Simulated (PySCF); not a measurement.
The numbers are results of PySCF with PBE-D3(BJ)/def2-TZVP // B3LYP-D3(BJ)/def2-TZVP, not measurements. Isolated molecules, 0 K electronic values unless said otherwise. One relaxed conformer stands for a flexible species; it need not be the lowest. Excitations are Tamm–Dancoff values on a coarser integration grid. The basis has no diffuse functions, so Rydberg states are missing or too high.

Reference species (SMILES): `[SH][Al]([SH])[Br]` (H–S–Al–Br torsion -180°, Br–Al–S–H torsion 0°) (neutral, multiplicity 1).

```yaml
S1–T1 gap (TDA): 0.22 eV
S1 oscillator strength: 0.000
HOMO: -6.68 eV
S1 excitation (TDA): 4.96 eV
```

Changed species: `[Br][Al]([SH])[Br]` (H–S–Al–Br torsion 0°) (1 of 3 Br replaced by SH; the reference has 2 of 3 Br replaced by SH).

Question: What does the change do to the S1–T1 gap (TDA), S1 oscillator strength, HOMO and S1 excitation (TDA)?

Answer: the S1–T1 gap (TDA) rises by 0.05 eV, to 0.27 eV; the S1 oscillator strength is nearly the same; the HOMO falls by 0.30 eV, to -6.98 eV; the S1 excitation (TDA) is nearly the same.
